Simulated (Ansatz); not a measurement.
`[F][GeH2][SiH3]` + `FC1C=C1S` → `[F][GeH2][SiH2]S` + `FC1C=C1`  (formal exchange of groups at the Si–H bond)

Calculated with Ansatz (gas phase, PBE0-D4/def2-TZVP geometries, no zero-point term in ΔE). CCSD(T)/CBS adds triple-zeta CCSD(T) − MP2 to the extrapolated MP2 energy (def2 sets, frozen cores). Functionals use def2-TZVPP. For Ge outer-core shells are correlated without core-valence functions, which leaves a few kJ/mol of doubt a bond. Scalar relativity is left out up to krypton. One conformer a species, not always the lowest.

(1) Is it downhill or uphill in electronic energy at CCSD(T)/CBS, and by how much? (Estimate.)

(2) What do these levels give: ωB97M-V, B2PLYP, PBE, PBE0, HF/def2-QZVPP, SCS-MP2/def2-QZVPP? (Best estimate.)

Largest T1 diagnostic among the species: 0.012.

## Answers

(1) The calculation gave: Downhill: ΔE = -79.8 kJ/mol.

(2) The calculation gave: ωB97M-V -77.5, B2PLYP -71.9, PBE -64.7, PBE0 -71.3, HF/def2-QZVPP -82.3, SCS-MP2/def2-QZVPP -76.9 kJ/mol.

From PBE to PBE0 (25 % exact exchange), in def2-TZVPP and without D4, ΔE moves by −6.6 kJ/mol. In def2-TZVPP, CCSD(T) changes the Hartree–Fock value by +6.8 kJ/mol (the triples alone add +2.3 kJ/mol) and MP2 by +7.3 kJ/mol.
